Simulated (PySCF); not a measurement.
One molecule, one basis, several functionals.

Compound: BrGeH3.
InChI=1S/BrGeH3/c1-2/h2H3

PySCF, def2-SVPD basis, density fitting, gas phase, PBE0-D3(BJ)/def2-SVP geometry; singlet excitations by full TDDFT with frozen cores, triplets by Tamm–Dancoff TDDFT and ionisation energies by ΔSCF, from the lowest of the holes tried. One functional is left out:

```json
{"functional": "LDA", "exact exchange (%)": "0", "HOMO energy (eV)": "-7.11", "LUMO energy (eV)": "-1.95", "lowest singlet excitation (eV)": "5.38", "lowest triplet excitation (eV)": "5.01", "dipole moment (D)": "1.886", "mean polarisability (au)": "57.1", "vertical ionisation energy (eV)": "10.56"}
{"functional": "PBE", "exact exchange (%)": "0", "HOMO energy (eV)": "-7.02", "LUMO energy (eV)": "-1.73", "lowest singlet excitation (eV)": "5.49", "lowest triplet excitation (eV)": "5.08", "dipole moment (D)": "1.813", "mean polarisability (au)": "56.3", "vertical ionisation energy (eV)": "10.42"}
{"functional": "B3LYP", "exact exchange (%)": "20", "HOMO energy (eV)": "-8.02", "LUMO energy (eV)": "-1.17", "lowest singlet excitation (eV)": "5.78", "lowest triplet excitation (eV)": "5.36", "dipole moment (D)": "1.898", "mean polarisability (au)": "55.0", "vertical ionisation energy (eV)": "10.65"}
{"functional": "BHandHLYP", "exact exchange (%)": "50", "HOMO energy (eV)": "-9.39", "LUMO energy (eV)": "-0.11", "lowest singlet excitation (eV)": "6.33", "lowest triplet excitation (eV)": "5.85", "dipole moment (D)": "2.019", "mean polarisability (au)": "53.1", "vertical ionisation energy (eV)": "10.68"}
```

**Question.** Predict the row of PBE0 (25 % exact exchange) by straight lines through the other rows, and check it.

**Answer.** 
| property | line | computed | computed − line | B3LYP (20 %), for comparison |
| --- | --- | --- | --- | --- |
| HOMO energy (eV) | -8.23 | -8.28 | -0.05 | -8.02 |
| LUMO energy (eV) | -0.98 | -0.89 | +0.09 | -1.17 |
| lowest singlet excitation (eV) | 5.88 | 5.98 | +0.10 | 5.78 |
| lowest triplet excitation (eV) | 5.45 | 5.52 | +0.07 | 5.36 |
| dipole moment (D) | 1.929 | 1.933 | +0.004 | 1.898 |
| mean polarisability (au) | 54.8 | 54.4 | -0.4 | 55.0 |
| vertical ionisation energy (eV) | 10.61 | 10.65 | +0.04 | 10.65 |

**Question.** Which of these properties follows the share of exact exchange most closely, and which least?

**Answer.** Most closely the HOMO energy, least the vertical ionisation energy; the correlations over the tabulated rows are HOMO energy -0.999, lowest triplet excitation 0.997, lowest singlet excitation 0.994, LUMO energy 0.994, mean polarisability -0.980, dipole moment 0.930, vertical ionisation energy 0.795. The HOMO energy moves by -0.465 eV for every 10 %. Functionals with the same share still differ in their other parts: at 0 % LDA and PBE differ by 0.09 eV in it.
